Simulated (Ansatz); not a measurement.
Start from `C[NH][Al]([NH2])[OH]` and change one atom or group to get `C[NH][Al]([OH])[SH]`.

Ansatz, PBE0-D4/def2-TZVP geometries, multiplicity 1. Each molecule was computed in one conformer, which needn't be the lowest.

```json
{"property": "HOMO energy (ωB97M-V/def2-TZVPP) / eV", "`C[NH][Al]([NH2])[OH]`": "-8.81"}
{"property": "size of the dipole moment (ωB97M-V/def2-TZVPP) / D", "`C[NH][Al]([NH2])[OH]`": "1.38"}
{"property": "size of the dipole moment (PBE/def2-TZVPP) / D", "`C[NH][Al]([NH2])[OH]`": "1.31"}
{"property": "LUMO energy (PBE/def2-TZVPP) / eV", "`C[NH][Al]([NH2])[OH]`": "-0.70"}
{"property": "HOMO energy (PBE0/def2-TZVPP) / eV", "`C[NH][Al]([NH2])[OH]`": "-6.46"}
{"property": "LUMO energy (PBE0/def2-TZVPP) / eV", "`C[NH][Al]([NH2])[OH]`": "0.13"}
```

Problem. What does the change do to each property? (Estimate.)

Solution. Computed: 
| property | `C[NH][Al]([OH])[SH]` | shift |
| --- | --- | --- |
| HOMO energy (ωB97M-V/def2-TZVPP) / eV | -9.06 | -0.25 |
| size of the dipole moment (ωB97M-V/def2-TZVPP) / D | 0.80 | -0.58 |
| size of the dipole moment (PBE/def2-TZVPP) / D | 0.77 | -0.54 |
| LUMO energy (PBE/def2-TZVPP) / eV | -1.02 | -0.32 |
| HOMO energy (PBE0/def2-TZVPP) / eV | -6.73 | -0.27 |
| LUMO energy (PBE0/def2-TZVPP) / eV | -0.20 | -0.33 |

With PBE0 the HOMO falls by 0.27 eV and the LUMO falls by 0.33 eV, so the gap narrows by about 0.06 eV. PBE moves the HOMO by -0.32 eV and ωB97M-V by -0.25 eV. Dipoles are sizes alone; their direction can turn.
